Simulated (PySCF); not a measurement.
**Fractional electron number in Te²⁺ (tellurium, charge +2)**

The 5p alpha orbital of [Kr] 4d10 5s2 5p2 is emptied in steps (occupation f), with all orbitals relaxed, ending at [Kr] 4d10 5s2 5p1. Calculation: PySCF 2.14, in x2c-TZVPall; scalar relativity by spin-free X2C-1e. The exact energy is a straight line in f; departures are measured from the line between the end points of the same method.

```csv
f,UHF (eV),LDA (eV),PBE (eV),PBE0 (eV),r2SCAN (eV),LC-wPBE (eV),BHandHLYP (eV),wB97X (eV),MN15 (eV),TPSS (eV)
1,0.000,0.000,0.000,0.000,0.000,0.000,0.000,0.000,0.000,0.000
0.8,0.060,-0.745,-0.722,-0.526,-0.680,-0.090,-0.350,-0.146,-0.422,-0.704
0.6,0.089,-1.120,-1.082,-0.787,-1.010,-0.132,-0.525,-0.222,-0.626,-1.053
0.4,0.088,-1.120,-1.080,-0.784,-0.998,-0.128,-0.525,-0.225,-0.617,-1.048
0.2,0.058,-0.747,-0.718,-0.520,-0.655,-0.082,-0.350,-0.152,-0.404,-0.694
0,0.000,0.000,0.000,0.000,0.000,0.000,0.000,0.000,0.000,0.000
```

Question: For LDA, how does the orbital energy at f = 1 compare with the removal energy?

Answer: −ε = 23.047 eV against a total-energy difference of 27.694 eV. By Janak's theorem ε = ∂E/∂f, so the gap between them reflects the curvature. Along the path −ε is 24.892 (f = 0.8), 26.755 (f = 0.6), 28.627 (f = 0.4), 30.498 (f = 0.2) eV.

```
   method  E(f=0) − E(f=1) (eV)  −ε at f=1 (eV)  −ε at f=0.4 (eV)
      UHF                26.928          27.309            26.850
      LDA                27.694          23.047            28.627
      PBE                27.474          22.962            28.387
     PBE0                27.538          24.241            28.210
   r2SCAN                27.636          23.359            28.539
  LC-wPBE                27.635          27.059            27.764
BHandHLYP                27.436          25.248            27.875
    wB97X                27.287          26.383            27.457
     MN15                27.714          25.049            28.277
     TPSS                27.459          23.050            28.363
```

Reference removal energy between the ground levels: 27.84 ± 0.04 eV (measured; NIST Atomic Spectra Database, ionization energies). The calculation has no spin-orbit coupling. UHF lacks correlation.
